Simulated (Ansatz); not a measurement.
Species: sum formula Si₂H₄Cl₂ (charge 0, singlet). 
Geometry from a B3LYP-D3(BJ)/def2-TZVP (Ansatz, a program for electronic structure) optimisation:
```xyz
8

Si    -2.1276    -0.0442     0.0331
Si     0.1597    -0.2006     0.4945
Cl     1.0025     1.6815     0.3739
Cl     1.0474    -1.4343    -0.9045
H     -2.7346    -1.3933     0.1085
H     -2.2943     0.5118    -1.3280
H     -2.7669     0.8478     1.0280
H      0.4980    -0.7415     1.8249
```

Atomisation energy built up term by term with Ansatz (kcal/mol; UHF references for open shells; valence terms freeze the core; atomic spin-orbit terms are left out). CBS(X,Y): correlation extrapolated as X^-3; Hartree-Fock from the larger set.

| term | basis | kcal/mol |
|---|---|---|
| Hartree-Fock | aug-cc-pV(Q+d)Z | ? |
| CCSD correlation | CBS(aug-cc-pV(T+d)Z,aug-cc-pV(Q+d)Z) | ? |
| (T) | CBS(aug-cc-pV(T+d)Z,aug-cc-pV(Q+d)Z) | 8.43 |
| core correlation | cc-pwCVTZ | -0.01 |
| scalar relativity (X2C) | cc-pVTZ-DK against cc-pVTZ | -1.74 |
| sum: De |  | ? |

### Question
Complete the blanks.

### Answer

- Hartree-Fock, kcal/mol: 433.66
- CCSD correlation, kcal/mol: 127.57
- sum: De, kcal/mol: 567.9
